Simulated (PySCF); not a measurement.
SnCl3(NHMe), CH4Cl3NSn.
Bonds: Sn1–Cl2, Sn1–Cl3, Sn1–Cl4, Sn1–N5, N5–C6. Hydrogens: H7 on N5; H8, H9, H10 on C6.

The calculation used PBE0-D3(BJ)/def2-SVP geometry optimisation, gas phase, def2 core potentials past Kr in PySCF 2.14.0.

Question: What internal coordinates does the optimisation give?

Answer: 
```
                bond  length (bohr)
    Sn1–Cl2, Sn1–Cl3          4.388
             Sn1–Cl4          4.414
              Sn1–N5          3.793
               N5–C6          2.745
               N5–H7          1.924
C6–H8, C6–H9, C6–H10          2.084
```

Bonds in one row agree within 0.02 bohr and their mean is given. A selection of angles:
```
      angle  degrees
Cl2–Sn1–Cl3    111.2
Cl2–Sn1–Cl4    108.5
 Cl2–Sn1–N5    109.6
Cl3–Sn1–Cl4    106.1
 Cl3–Sn1–N5    107.7
 Cl4–Sn1–N5    113.6
  Sn1–N5–C6    117.4
  Sn1–N5–H7    111.6
   C6–N5–H7    113.1
   N5–C6–H8    115.1
   N5–C6–H9    109.6
   H8–C6–H9    107.8
```

Torsions: Cl2–Sn1–N5–C6 174° (antiperiplanar). The mirror-image conformer, all signs reversed, is as good.

Sn1 (tin bonded to 3 Cl and N) is distorted tetrahedral (angles from 106.1° to 113.6°). N5 (nitrogen bonded to C, Sn and H) is pyramidal (angles 117.4°, 113.1° and 111.6°, sum 342.1°, 0.34 Å off the plane of its three neighbours).

Point group: C1 (no symmetry element, even within 0.4 Å). Stationary, but not proved a minimum.

Hardware: Intel Xeon 6975P-C, one thread, shared host with 128 logical CPUs at a one-minute load of 102. Cost: 1.8 min of wall time, 0.54 GiB resident at most. These figures are those of the optimisation.
